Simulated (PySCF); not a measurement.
**From a computed spectrum to the compound**

A species of 7 atoms with charge 1 has these harmonic modes (BP86, small Gaussian bases with core potentials, PySCF 2.14.0):

```csv
cm⁻¹,km/mol,symmetry
132,0.1,a
161,27.2,b
200,38.0,a
438,7.0,a
566,30.3,b
751,81.4,b
776,83.7,a
909,7.2,a
921,7.5,b
1468,19.8,b
1472,13.7,a
3327,241.7,b
3330,1.4,a
3438,48.0,a
3438,66.2,b
```

(1) Which species is it, and in which structure?

Answers

(1) [Tl(NH2)2]+ (singlet):
```xyz
7

Tl    0.0000    0.0000   -0.0314
N     2.0467    0.1430    0.2449
H     2.4234   -0.8067    0.4295
H     2.4822    0.4751   -0.6356
N    -2.0467   -0.1430    0.2449
H    -2.4234    0.8067    0.4295
H    -2.4822   -0.4751   -0.6356
```
Ideal gas at 298.15 K and 1 bar: S = 308.6 J/(mol K), Cp = 78.0 J/(mol K), H − H(0 K) = 16.8 kJ/mol (rigid rotor, harmonic modes, spin degeneracy alone). 
 Other answers can fit too; this one was computed.
